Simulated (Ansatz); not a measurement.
**Relaxing a trial structure of C3H9BClN**

The starting geometry of this gas-phase singlet was optimised with GFN2-xTB; its bonds are those of `CCNB(C)Cl`.

```tsv
atom	x (Å)	y (Å)	z (Å)
C	-1.0946	-1.8409	-1.8234
C	-1.1104	-1.5541	-0.3248
C	-2.7116	1.9388	0.7697
B	-2.5156	0.3735	0.6020
Cl	-3.7021	-0.7118	1.2773
N	-1.4247	-0.1634	-0.0584
H	-0.3512	-1.2224	-2.3234
H	-2.0698	-1.6280	-2.2547
H	-0.8536	-2.8854	-2.0014
H	-1.8652	-2.1706	0.1658
H	-0.1316	-1.7922	0.1082
H	-0.7413	0.4615	-0.4622
H	-3.6699	2.2614	0.3674
H	-1.9337	2.5125	0.2717
H	-2.7105	2.2252	1.8196
```

Task: Where would you expect an optimisation with PBE-D3(BJ)/def2-SVP to take it?

Result: It keeps its bonds, and is `CCNB(C)Cl`.

The energy falls by 0.12 eV over 12 steps:

| step | E − E(last) (eV) |
| --- | --- |
| 1 | 0.121 |
| 2 | 0.021 |
| 3 | 0.003 |
| 5 | 0.000 |
| 6 | 0.000 |
| 7 | 0.000 |
| 8 | 0.000 |
| 10 | 0.000 |
| 11 | 0.000 |
| 12 | 0.000 |

Final geometry (Å):

```
atom    x (Å)    y (Å)    z (Å)
   C  -1.1199  -1.8716  -1.8276
   C  -1.0731  -1.5424  -0.3349
   C  -2.7099   1.9532   0.7825
   B  -2.5108   0.4013   0.5882
  Cl  -3.7756  -0.7190   1.2142
   N  -1.3880  -0.1499  -0.0498
   H  -0.4058  -1.2472  -2.4049
   H  -2.1345  -1.6940  -2.2376
   H  -0.8547  -2.9336  -2.0054
   H  -1.8026  -2.1666   0.2177
   H  -0.0670  -1.7880   0.0741
   H  -0.6980   0.5133  -0.4138
   H  -3.6542   2.2870   0.3032
   H  -1.8799   2.5609   0.3674
   H  -2.8121   2.2005   1.8602
```

No frequencies were run, so the end isn't proven a minimum. Run with Ansatz 0.2.0, 15 s on 4 threads of Arm Neoverse V1 (shared host).
